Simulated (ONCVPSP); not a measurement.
**Building the ONCV potential for tungsten (W) (LDA (Perdew-Zunger), scalar-relativistic).**

* Element: W
* Generator: ONCVPSP 4.0.1
* Type: optimised norm-conserving Vanderbilt (ONCV)
* Functional: LDA (Perdew-Zunger)
* Relativity: scalar-relativistic
* Frozen core: [Kr] 4d10 4f14
* Valence charge: 14
* Reference configuration: 5s2 5p6 5d4 6s1 6p1
* Partial waves: 5s+6s: rc 1.35 bohr, ncon 3, nbas 6, qcut 7 1/bohr, 3 projectors, debl 3.2 Ha; 5p+6p: rc 1.80 bohr, ncon 4, nbas 7, qcut 6.6 1/bohr, 2 projectors; 5d: rc 2.60 bohr, ncon 5, nbas 10, qcut 5.9 1/bohr, 2 projectors, debl 0.15 Ha
* Local potential: polynomial inside 0.90 bohr (lpopt 5, dvloc0 0 Ha)
* Core correction: none

In the d channel the program set the typed energies aside and used -0.224, 0.250 Ha.

Poles of the logarithmic derivatives, all-electron (AE) and pseudo (PS). s: poles at -1.2 (AE) and -1.2 (PS) Ha. p: poles at -1.1 (AE) and -1.1, 4.4 (PS) Ha. d: poles at 0.1, 3.3 (AE) and 0.1, 3.2, 4.2 (PS) Ha. Test radii: s 1.37, p 1.83, d 2.63 bohr.

* Cutoffs needed: 22 Ha and 50 Ha (the cutoffs (Ha) at which the residual kinetic energy of the hardest occupied pseudo-wave falls to 1 and 0.1 mHa per electron)
* Ghost test: no bound ghost flagged; GHOST(+) flagged for s at 46.1 eV, d at 107.2 eV, p at 126.8 eV
* Largest excitation error: -4.1 meV (all-electron minus pseudo) for 5s2 5p6 5d4 6s0 6p0, out of 4 test configurations
